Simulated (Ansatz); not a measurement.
Relaxation of BClH3OS (7 atoms, charge 1, multiplicity 1), to a largest force component of 0.02 eV/Å in at most 50 steps.

Level of theory: UKS PBE0/6-31G in Ansatz 0.2.0.

```xyz
7
Properties=species:S:1:pos:R:3
O -0.759 0.930 0.026
B -0.024 -0.363 0.023
S 1.725 -0.150 0.175
Cl -1.041 -1.712 -0.100
H -1.698 0.940 -0.234
H -0.293 1.779 -0.081
H 2.090 -1.425 0.191
```

Task: Where does it end, and by what steps?

Result: The run converged. Limits of this set-up: no polarisation functions, the dipole of an ion depends on the origin. After 6 steps the energy has fallen by 0.127 eV; O1 moved furthest, 0.11 Å.

```
step  energy less start (eV)  largest force component (eV/Å)  accepted
   0                  0.0000                           1.312       yes
   1                 -0.1027                           0.599       yes
   2                 -0.0832                           0.673        no
   3                 -0.1178                           0.449       yes
   4                 -0.1135                           0.489        no
   5                 -0.1267                           0.031       yes
   6                 -0.1268                           0.006       yes
```

```xyz
7
Properties=species:S:1:pos:R:3
O -0.759 0.946 -0.080
B -0.008 -0.352 0.001
S 1.754 -0.148 0.175
Cl -1.039 -1.758 -0.095
H -1.735 0.964 -0.177
H -0.318 1.821 -0.041
H 2.105 -1.473 0.217
```

Whether the end is a true minimum wasn't checked by a vibrational analysis.

Run time: 28 s on 1 thread of Arm Neoverse V1 (shared host), peak memory 0.16 GiB.
